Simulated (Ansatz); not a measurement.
Compare A (`C[SiH](F)[SeH]`) with its isomer B (`FC([SiH3])[SeH]`).

Program: Ansatz. Geometries: PBE0-D4/def2-TZVP. ΔE: electronic, gas phase. CCSD(T)/CBS is the MP2 limit (def2-TZVPP, def2-QZVPP) plus CCSD(T) − MP2 in def2-TZVPP, frozen cores. DFT in def2-TZVPP. B3LYP here is the variant with VWN-RPA as its local correlation; programs differ in this. For Se outer-core shells are correlated without core-valence functions, which leaves a few kJ/mol of doubt a bond. Scalar relativity is left out up to krypton. Each species was taken in one conformer, which may not be the lowest.

Which isomer does CCSD(T)/CBS put lower? Give the gap. (Estimate.)

Computed: A, by 86.3 kcal/mol.

Give E(B) − E(A) in kcal/mol with r2SCAN-D4, B2PLYP, CCSD(T)/def2-TZVPP, PBE-D4, B3LYP-D4, CCSD/def2-TZVPP, HF/def2-TZVPP. (Estimate.)

The calculation gave: r2SCAN-D4 85.3, B2PLYP 85.1, CCSD(T)/def2-TZVPP 84.4, PBE-D4 80.6, B3LYP-D4 83.2, CCSD/def2-TZVPP 85.3, HF/def2-TZVPP 87.7. None reverses the order clearly.

Largest T1 diagnostic: 0.011.

From PBE to PBE0 (25 % exact exchange), in def2-TZVPP and without D4, E(B) − E(A) moves by +3.3 kcal/mol.
